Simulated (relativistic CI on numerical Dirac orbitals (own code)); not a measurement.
**B3+: q coefficients**

Calculated at this level of theory: Dirac-Coulomb-Breit CI, separate exchange-only KLI orbitals for each configuration, valence Slater integrals scaled by 0.85, P86 correlation energy added to each configuration, derivatives by finite differences, QED left out (own radial code, finite nucleus).

CI space: 1s², 1s2s, 1s2p. Levels of other configurations are missing.

With x = (α/α₀)² − 1 an excitation energy changes as ω = ω₀ + qx; K = 2q/ω₀ is the relative enhancement. Terms are leading LS components, so labels can repeat.

Lowest level 1s² ¹S0.

```
    Level  ω₀ (cm⁻¹)  q (cm⁻¹)         K
 1s2s ³S1    1596954     120.8  0.000151
 1s2s ¹S0    1626894     207.4  0.000255
1s2p ³P°1    1633287     240.7  0.000295
1s2p ³P°0    1633305     259.3  0.000318
1s2p ³P°2    1633337     291.1  0.000356
1s2p ¹P°1    1653842     234.6  0.000284
```

For a near-neutral ion this model can misplace configurations by up to about 10,000 cm⁻¹ (more where the count of f electrons changes) and terms by 10 to 25 % of their spread. Rates follow the energies as ν³ (E1, M1) or ν⁵ (E2), so they and the lifetimes can be off by large factors. The fine structure of a lone outer electron comes out too small, for d and f at times inverted, and misplaced configurations move strength between like terms.
